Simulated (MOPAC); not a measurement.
MOPAC input (PM7):

```
PM7 1SCF UHF MS=0.5 GEO-OK AUX(PRECISION=9) THREADS=1
BBr2

B    -0.63997600 1   -0.46592100 1   -0.04260000 1
Br   -0.74773800 1    1.20691800 1   -0.91323500 1
Br    0.83916300 1   -1.14035800 1    0.91932100 1
```

From the output:

```
                                                       MOPAC v23.2.5 Linux

          FINAL HEAT OF FORMATION =         11.36631 KCAL/MOL =      47.55665 KJ/MOL

          COSMO AREA              =        107.22 SQUARE ANGSTROMS
          COSMO VOLUME            =         92.97 CUBIC ANGSTROMS

          IONIZATION POTENTIAL    =          8.652660 EV
          ALPHA SOMO LUMO (EV)    =         -8.653 -1.911
          BETA  SOMO LUMO (EV)    =        -10.076 -3.264
          NO. OF ALPHA ELECTRONS  =          9
          NO. OF BETA  ELECTRONS  =          8
          MOLECULAR WEIGHT        =        170.6180         POINT GROUP:  C2v

          MOLECULAR DIMENSIONS (Angstroms)

            Atom       Atom       Distance
           Br     3   Br     2     3.37435
            B     1   Br     3     0.84938
           Br     2    B     1     0.00000

          SCF CALCULATIONS        =          1

   ATOM   CHEMICAL          X               Y               Z
  NUMBER   SYMBOL      (ANGSTROMS)     (ANGSTROMS)     (ANGSTROMS)

     1       B         -0.63997600  *  -0.46592100  *  -0.04260000  *
     2      Br         -0.74773800  *   1.20691800  *  -0.91323500  *
     3      Br          0.83916300  *  -1.14035800  *   0.91932100  *

                             CARTESIAN COORDINATES

   1    B       -0.639976000    -0.465921000    -0.042600000
   2   Br       -0.747738000     1.206918000    -0.913235000
   3   Br        0.839163000    -1.140358000     0.919321000

           Empirical Formula: B Br2  =     3 atoms

      MOLECULAR POINT GROUP   :   C2v

          ALPHA EIGENVALUES
 -25.92456 -25.61699 -14.28009 -12.76364 -12.43276 -11.42862 -10.90953 -10.40039
  -8.65266  -1.91142   0.12922   2.34877 250.79063 250.90968 251.16913 253.52491
 253.52952 254.81858 254.83474 257.18668 257.41785 257.67107

           BETA EIGENVALUES
 -25.74496 -25.41773 -14.14894 -12.81925 -11.99633 -11.41891 -10.35401 -10.07577
  -3.26363  -2.12724  -0.03529   2.86158 251.13054 251.29155 251.76368 254.34984
 254.36659 255.59627 255.60972 257.54925 257.98378 258.04147

              NET ATOMIC CHARGES AND DIPOLE CONTRIBUTIONS

  ATOM NO.   TYPE          CHARGE      No. of ELECS.   s-Pop       p-Pop       d-Pop
    1          B           0.018494        2.9815     0.51101     2.47049
    2         Br          -0.009247        7.0092     1.91551     5.09151     0.00222
    3         Br          -0.009247        7.0092     1.91551     5.09151     0.00222
 DIPOLE           X         Y         Z       TOTAL
 POINT-CHG.    -0.061    -0.044    -0.004     0.075
 HYBRID        -1.020    -0.742    -0.068     1.263
 SUM           -1.081    -0.787    -0.072     1.339

          ATOMIC ORBITAL ELECTRON POPULATIONS

     Atom    s        px        py        pz      x^2-y^2     xz        z^2       yz        xy
    1  B   0.51101   0.57037   0.72582   1.17430
    2 Br   1.91551   1.86685   1.48507   1.73959   0.00051   0.00015   0.00034   0.00078   0.00044
    3 Br   1.91551   1.56768   1.80724   1.71660   0.00035   0.00061   0.00037   0.00034   0.00055

                    (SZ)    =    0.500000
                    (S**2)  =    0.751276

          ATOMIC ORBITAL SPIN POPULATIONS

    Atom   Total    s     px     py     pz   x^2-y^2  xz     z^2    yz     xy
         Atomic
    1  B  0.6408  0.018  0.069  0.099  0.455
    2 Br  0.1796  0.002  0.028  0.027  0.123  0.000  0.000  0.000  0.000  0.000
    3 Br  0.1796  0.002  0.019  0.036  0.122  0.000  0.000  0.000  0.000  0.000

 **********************
 *                    *
 * JOB ENDED NORMALLY *
 *                    *
 **********************

 == MOPAC DONE ==
```

The geometry given is a B3LYP-D3(BJ)/def2-TZVP minimum.
